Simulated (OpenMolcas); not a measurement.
**Ti2+, Zr2+, Hf2+: d² down the group**

```
Program             : OpenMolcas 26.06
Method              : XMS-CASPT2, IPEA 0.25 Eh, imaginary shift 0.1 Eh
Basis               : ANO-RCC-VTZP
Scalar Hamiltonian  : DKH2, point nucleus
Spin-orbit coupling : RASSI with atomic mean-field integrals over the reference wave functions, term energies averaged over their components
```

Active space for each ion: 2 electrons in 5 orbitals (d); closed shells correlated by CASPT2: Ti2+ 3s 3p; Zr2+ 4s 4p; Hf2+ 5s 5p.

Computed levels in cm-1 above ³F₂:

```tsv
Level	Ti2+	Zr2+	Hf2+
³F₃	194	688	3140
³F₄	446	1501	6130
¹D₂	8710	6150	9300
³P₀	11490	8270	9510
³P₁	11550	8550	11190
³P₂	11690	9090	14340
¹G₄	15030	11430	15040
¹S₀	33060	24050	29290
weight of ³F in the lowest level (%)	100	99	93
```

Mixed levels, with the weight of the term that names them: Hf2+ ¹D₂ (65 %), Hf2+ ³P₂ (71 %).

Measured, with the error of the calculation in %. Measured levels: Ti2+ from Corliss and Sugar, J. Phys. Chem. Ref. Data 8, 1 (1979); Zr2+ from Moore, Atomic Energy Levels, vol. II, NSRDS-NBS 35 (1971 reprint of NBS Circular 467, 1952); NIST levels as listed in Rynkun, Gaigalas and Jonsson, Astron. Astrophys. 637, A10 (2020).

| Level | Ti2+ | Zr2+ |
| --- | --- | --- |
| ³F₃ | 185 (+5.0) | 681 (+1.1) |
| ³F₄ | 420 (+6.2) | 1486 (+1.0) |
| ¹D₂ | 8474 (+2.8) | 5742 (+7.2) |
| ³P₀ | 10538 (+9.0) | 8062 (+2.6) |
| ³P₁ | 10604 (+9.0) | 8326 (+2.6) |
| ³P₂ | 10721 (+9.1) | 8838 (+2.8) |
| ¹G₄ | 14398 (+4.4) | 11049 (+3.4) |
| ¹S₀ | 32476 (+1.8) | 23979 (+0.3) |

The fine-structure level ³F₄ changes by a factor of 13.7 from Ti2+ to Hf2+.

Without spin-orbit coupling ¹D lies 8460, 5320, 6170 cm-1 above ³F in that order; the difference to the level ¹D₂, of either sign, comes from spin-orbit coupling, which also lowers the zero.

CASPT2 does not keep the components of a term degenerate, so their means are used; among the terms shown or strongly mixed into the levels shown the widest spread is 1300 cm-1 (3d² ³F, Ti2+). Levels of configurations with an s electron are missing; early in the row they begin among the upper levels of the d shell and mix with terms of their name (holds for Zr2+). Configurations with an s electron lie low in 5d ions of this charge, fall among these levels and mix in, so low-spin terms can stand far too high, up to twice their true height, and weights are not those of the real levels (holds for Hf2+). Computed and measured levels are paired by configuration, term and J; levels that our copy of the source lacks, or whose pairing is in doubt (as where it misses far off the trend of its configuration), stay unpaired and out of the deviations. Only configurations of the active space appear.
